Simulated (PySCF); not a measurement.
**Polarisability and C₆ of Cl⁺ (chlorine, charge +1)**

[Ne] 3s2 3p3 3d1, high-spin 5D determinant (an excited configuration). Computed with PySCF 2.14 in aug-cc-pwCVTZ, with the non-relativistic Hamiltonian (point nucleus). Coupled (time-dependent) response in atomic units; α is the mean over directions.

```json
{"method": "wB97X", "mean α (bohr³)": "18.76", "α xx, yy, zz": "24.09, 24.09, 8.102", "C₆ (like pair)": "64.89", "S(−4)": "1948"}
```

S(−4) is the Cauchy moment in α(ω) = α(0) + S(−4) ω² + …

α(iu) at wB97X:

| u (hartree) | α(iu) (bohr³) |
| --- | --- |
| 0 | 18.76 |
| 0.0500 | 15.46 |
| 0.100 | 11.98 |
| 0.200 | 9.191 |
| 0.300 | 7.895 |
| 0.500 | 6.068 |
| 0.750 | 4.378 |
| 1.00 | 3.202 |
| 1.50 | 1.854 |
| 2.00 | 1.191 |
| 3.00 | 0.6146 |
| 5.00 | 0.2654 |

For an ion, C₆ is the dispersion term alone; charge-induced terms of lower order in 1/R come first.

The components differ because the open shell of this determinant is not spherical; for a pure term their mean is the scalar polarisability.

The outer electron is Rydberg-like, and this basis confines it to a smaller radius and binds it less than a complete one would.
